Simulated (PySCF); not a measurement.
C3H7FOSi, SMILES CC(=O)[Si@@H](C)F. Coordinates come from a PBE-D3(BJ)/def2-SVP optimisation. The structure was generated by enumeration; whether it is a known compound was not checked. Other conformers were not sampled.

Computed equilibrium geometry at PBE-D3(BJ)/def2-SVP (PySCF confirms it by a frequency run) as bond lengths and angles (one conformer of several):
Atoms: C1 C2 O3 Si4 C5 F6 H7 H8 H9 H10 H11 H12 H13. Bonds (Å): C1–C2 1.509, C1–H7 1.111, C1–H8 1.107, C1–H9 1.111, C2–O3 1.228, C2–Si4 1.936, Si4–C5 1.870, Si4–F6 1.652, Si4–H10 1.502, C5–H11 1.108, C5–H12 1.109, C5–H13 1.109. Angles (°): C2–C1–H7 109.9, C2–C1–H8 110.8, C2–C1–H9 109.6, H7–C1–H8 110.5, H7–C1–H9 105.7, H8–C1–H9 110.3, C1–C2–O3 123.2, C1–C2–Si4 122.4, O3–C2–Si4 114.4, C2–Si4–C5 108.4, C2–Si4–F6 110.0, C2–Si4–H10 107.9, C5–Si4–F6 110.6, C5–Si4–H10 112.3, F6–Si4–H10 107.6, Si4–C5–H11 112.0, Si4–C5–H12 110.9, Si4–C5–H13 108.3, H11–C5–H12 108.6, H11–C5–H13 108.8, H12–C5–H13 108.2.
Charge 0, spin multiplicity 1.
